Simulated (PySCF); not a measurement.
SMILES CC(C)(C)C[SiH2]S (C₅H₁₄SSi), singlet, GFN2-xTB optimised geometry.

```
21

C      1.39     0.72     0.00
C     -0.14     0.72     0.00
C     -0.65     0.03     1.26
C     -0.64     2.17     0.00
C     -0.68     0.03    -1.26
Si    -0.10    -1.76    -1.57
S     -1.24    -2.53    -3.23
H      1.77    -0.29     0.11
H      1.77     1.14    -0.93
H      1.77     1.33     0.82
H     -1.74    -0.01     1.27
H     -0.27    -0.99     1.32
H     -0.32     0.56     2.15
H     -0.30     2.70     0.89
H     -1.73     2.21    -0.02
H     -0.27     2.71    -0.87
H     -1.77     0.04    -1.21
H     -0.41     0.63    -2.13
H     -0.43    -2.71    -0.51
H      1.30    -1.84    -1.95
H     -1.02    -1.52    -4.06
```

Density from CAM-B3LYP/def2-SVP (PySCF) at that geometry.

Minimum of the electron density along straight lines between bonded atoms, close to the bond critical point (lines longer than 1.1 times the sum of covalent radii, or with two minima, are not listed):

| bond | length / Å | ρ at the minimum / e bohr⁻³ | ∇²ρ there / e bohr⁻⁵ | position (fraction from the first atom) |
|---|---|---|---|---|
| C1–C2 | 1.528 | 0.247 | -0.58 | 0.50 |
| C2–C3 | 1.528 | 0.247 | -0.58 | 0.50 |
| C2–C4 | 1.533 | 0.245 | -0.57 | 0.50 |
| C2–C5 | 1.535 | 0.241 | -0.54 | 0.50 |
| C5–Si6 | 1.899 | 0.115 | 0.29 | 0.62 |
| Si6–S7 | 2.159 | 0.091 | 0.16 | 0.35 |
| C1–H8 | 1.087 | 0.277 | -1.01 | 0.62 |
| C1–H9 | 1.088 | 0.277 | -1.02 | 0.63 |
| C1–H10 | 1.088 | 0.277 | -1.02 | 0.63 |
| C3–H11 | 1.088 | 0.277 | -1.02 | 0.63 |
| C3–H12 | 1.087 | 0.277 | -1.02 | 0.62 |
| C3–H13 | 1.088 | 0.277 | -1.02 | 0.63 |
| C4–H14 | 1.088 | 0.277 | -1.02 | 0.63 |
| C4–H15 | 1.088 | 0.276 | -1.02 | 0.63 |
| C4–H16 | 1.088 | 0.276 | -1.02 | 0.63 |
| C5–H17 | 1.094 | 0.271 | -0.97 | 0.63 |
| C5–H18 | 1.095 | 0.270 | -0.95 | 0.62 |
| Si6–H19 | 1.456 | 0.120 | 0.35 | 0.49 |
| Si6–H20 | 1.462 | 0.119 | 0.34 | 0.49 |
| S7–H21 | 1.324 | 0.214 | -0.15 | 0.49 |
